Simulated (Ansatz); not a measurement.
Reaction (ligand exchange at the Si–S bond): `[SiH3]C#CS[SiH3]` + H₂Te → `[SiH3][TeH]` + `[SiH3]C#CS`

Isolated molecules relaxed with PBE0-D4/def2-TZVP in Ansatz; ΔE leaves out vibrations. CCSD(T)/CBS is the MP2 limit (def2-TZVPP, def2-QZVPP) plus CCSD(T) − MP2 in def2-TZVPP, frozen cores. DFT in def2-TZVPP. B3LYP here is the variant with VWN-RPA as its local correlation; programs differ in this. Elements past krypton have def2 core potentials. For Te outer-core shells are correlated without core-valence functions, which leaves a few kJ/mol of doubt a bond. Each species was taken in one conformer, which may not be the lowest.

`[SiH3]C#CS[SiH3]`:

```xyz
11

Si   -2.382    0.433    1.214
C    -0.898   -0.417    0.606
C     0.096   -0.983    0.198
S     1.458   -1.792   -0.352
Si    2.365   -0.075   -1.296
H    -2.441    0.353    2.695
H    -3.597   -0.198    0.641
H    -2.325    1.858    0.800
H     2.624    0.970   -0.279
H     3.633   -0.588   -1.870
H     1.468    0.439   -2.356
```

H₂Te:

Cartesian coordinates in Å:
```
Te 0.579 -0.335 -0.397
H -0.701 -0.893 0.493
H 0.123 1.228 -0.096
```

`[SiH3][TeH]`:

Cartesian coordinates in Å:
```
Si -0.545 0.284 0.210
Te 1.127 -0.494 -1.469
H 0.051 1.261 1.156
H -1.611 0.940 -0.587
H -1.114 -0.854 0.974
H 2.092 -1.137 -0.284
```

`[SiH3]C#CS`:

Cartesian coordinates in Å:
```
Si -0.311 1.388 0.801
C -0.086 -0.116 -0.192
C 0.078 -1.125 -0.846
S 0.203 -2.477 -1.828
H -0.133 2.590 -0.051
H -1.672 1.406 1.394
H 0.701 1.395 1.887
H 1.219 -3.061 -1.166
```

| level | ΔE (kJ/mol) |
| --- | --- |
| PBE-D4 | 1.1 |
| PBE0-D4 | 0.5 |
| B3LYP-D4 | 4.2 |
| B3LYP | 0.6 |
| MP2/def2-TZVPP | 4.9 |
| CCSD/def2-TZVPP | 3.8 |
| MP2/def2-QZVPP | 2.5 |
| CCSD/CBS(def2) | -0.3 |

Q: What does CCSD(T)/CBS give? (Best estimate.)

A: The calculation gave: +0.9 kJ/mol. The listed levels differ from it by 0.2, -0.4, 3.3, -0.3, 4.0, 2.9, 1.6, -1.2 kJ/mol.

Largest T1 diagnostic among the species: 0.013.

In def2-TZVPP, CCSD(T) changes the Hartree–Fock value by +4.5 kJ/mol (the triples alone add +1.2 kJ/mol) and MP2 by +4.4 kJ/mol. The D4 term adds +3.6 kJ/mol with B3LYP and +2.2 kJ/mol with PBE0; it sums over pairs of atoms, weighted by their polarisabilities, and B3LYP, whose exchange is more repulsive, gets the larger term.
